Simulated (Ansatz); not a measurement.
Cu4Os. Charge 0, multiplicity 1. Geometry B3LYP-D4/def2-SVP.

```xyz
5

Os    0.950    0.858   -0.101
Cu   -0.237   -0.425   -1.755
Cu   -0.238   -0.004    1.806
Cu    0.969   -1.532    0.181
Cu   -1.444    1.103   -0.131
```

In the def2 sets Os takes a core potential; there is no spin–orbit coupling. The restricted singlet is unstable towards broken spin symmetry at other levels; at PBE-D4/def2-TZVP, BLYP-D4/def2-TZVP, r2SCAN-D4/def2-TZVP, PBE0-D4/def2-TZVP this wasn't settled. Another isomer (quintet) lies 0.72 eV lower at PBE0-D4/def2-TZVP; other spin states weren't run for this one.

Question: Estimate the orbital energies around the gap (eV) in Ansatz with PBE-D4/def2-TZVP, BLYP-D4/def2-TZVP, r2SCAN-D4/def2-TZVP, PBE0-D4/def2-TZVP.

Answer: 
```tsv
orbital	PBE-D4/def2-TZVP	BLYP-D4/def2-TZVP	r2SCAN-D4/def2-TZVP	PBE0-D4/def2-TZVP
HOMO−5	-4.96	-4.92	-5.03	-6.59
HOMO−4	-4.45	-4.39	-4.46	-5.14
HOMO−3	-4.45	-4.39	-4.46	-5.14
HOMO−2	-4.08	-4.02	-4.21	-5.03
HOMO−1	-3.76	-3.70	-3.78	-4.57
HOMO	-3.73	-3.66	-3.77	-4.54
LUMO	-3.43	-3.41	-3.22	-2.46
LUMO+1	-3.34	-3.30	-3.12	-2.22
LUMO+2	-3.34	-3.30	-3.12	-2.22
LUMO+3	-1.69	-1.72	-1.38	-0.67
LUMO+4	-1.25	-1.20	-0.94	-0.40
LUMO+5	-0.44	-0.39	-0.26	0.43
```
